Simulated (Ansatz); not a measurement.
One change: `NC[SiH2][AlH2]` becomes `[AlH2][SiH2][CH2][SnH3]`.

Ansatz, PBE0-D4/def2-TZVP geometries, multiplicity 1. Each molecule was computed in one conformer, which needn't be the lowest.

Elements past krypton have def2 core potentials.

```csv
property,`NC[SiH2][AlH2]`
LUMO energy (PBE/def2-TZVPP) / eV,-2.75
HOMO energy (ωB97M-V/def2-TZVPP) / eV,-9.16
HOMO–LUMO gap (ωB97M-V/def2-TZVPP) / eV,8.79
HOMO–LUMO gap (B3LYP/def2-TZVPP) / eV,4.45
LUMO energy (B3LYP/def2-TZVPP) / eV,-2.19
HOMO–LUMO gap (PBE/def2-TZVPP) / eV,2.69
```

Q: Give the same properties after the change, and the shifts. (Best estimate.)

A: The calculation gave: 
```json
{"property": "LUMO energy (PBE/def2-TZVPP) / eV", "`[AlH2][SiH2][CH2][SnH3]`": "-2.07", "shift": "0.68"}
{"property": "HOMO energy (ωB97M-V/def2-TZVPP) / eV", "`[AlH2][SiH2][CH2][SnH3]`": "-8.96", "shift": "0.20"}
{"property": "HOMO–LUMO gap (ωB97M-V/def2-TZVPP) / eV", "`[AlH2][SiH2][CH2][SnH3]`": "9.28", "shift": "0.49"}
{"property": "HOMO–LUMO gap (B3LYP/def2-TZVPP) / eV", "`[AlH2][SiH2][CH2][SnH3]`": "5.32", "shift": "0.87"}
{"property": "LUMO energy (B3LYP/def2-TZVPP) / eV", "`[AlH2][SiH2][CH2][SnH3]`": "-1.47", "shift": "0.72"}
{"property": "HOMO–LUMO gap (PBE/def2-TZVPP) / eV", "`[AlH2][SiH2][CH2][SnH3]`": "3.85", "shift": "1.16"}
```

With PBE0 the HOMO falls by 0.09 eV and the LUMO rises by 0.70 eV, so the gap widens by about 0.79 eV. PBE moves the HOMO by -0.48 eV and ωB97M-V by 0.20 eV.

B3LYP here is the variant with VWN-RPA as its local correlation; programs differ in this.
